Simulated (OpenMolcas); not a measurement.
Pd2+.

| Property | Result |
| --- | --- |
| Program | OpenMolcas |
| Method | CASSCF |
| Basis | ANO-RCC-VTZP [7s6p4d2f1g] |
| Scalar Hamiltonian | DKH2, point nucleus |
| Active space | 8 electrons in 10 orbitals (4d 5d) |
| State averaging | 2S+1 = 3 even, 10 roots; 2S+1 = 1 even, 15 roots |
| Spin-orbit coupling | state interaction with AMFI integrals over the reference wave functions, term energies averaged over their components |

Levels without dynamic correlation, in cm-1 above 4d8 3F4:

| Level | E |
| --- | --- |
| 4d8 3P1 | 17052 |
| 4d8 1G4 | 21181 |
| 4d8 1S0 | 49190 |

On this reference, SS-CASPT2, IPEA 0.25 Eh, imaginary shift 0.1 Eh (closed shells correlated: 4s 4p) puts 4d8 3P1 at 13900 cm-1.

Estimate the other levels at that method by one scale factor, and say how well it serves.

The factor is 13900 / 17052 = 0.815. Scaled values beside those that SS-CASPT2 gives and measured ones (Moore, Atomic Energy Levels, vol. III, NSRDS-NBS 35 (1971 reprint of NBS Circular 467, 1958)):
```json
{"Level": "4d8 1G4", "Scaled": "17263", "SS-CASPT2": "18430", "Miss (%)": "-6.3", "Measured": "17880"}
{"Level": "4d8 1S0", "Scaled": "40090", "SS-CASPT2": "42290", "Miss (%)": "-5.2", "Measured": ""}
```
For these levels the scaled values miss SS-CASPT2 by up to 6.3 %, as correlation changes each term by its own factor, spin-orbit parts do not scale and CASPT2 has its own spread within terms. This holds within one configuration; levels of others move differently, and the target method has errors of its own against measurement.

Term energies are means over components that CASPT2 splits; among the terms shown or strongly mixed into the levels shown the widest spread is 710 cm-1 (4d8 1G, SS-CASPT2). Active for correlation alone: 5d; no level in the range computed is led by a configuration that fills it, so any true level of that kind is missing. Without dynamic correlation excited terms often stand tens of per cent too high (terms of higher spin than the ground term too low), and those without a measured partner can miss by more than the paired ones (holds for CASSCF). Measured partners are found by configuration, term and J. A level has none where our copy of the source lacks it or the pairing is in doubt (some pairs that miss far off the trend of their configuration count as doubtful), and it then counts in no deviation. Levels of configurations outside the active space are missing.
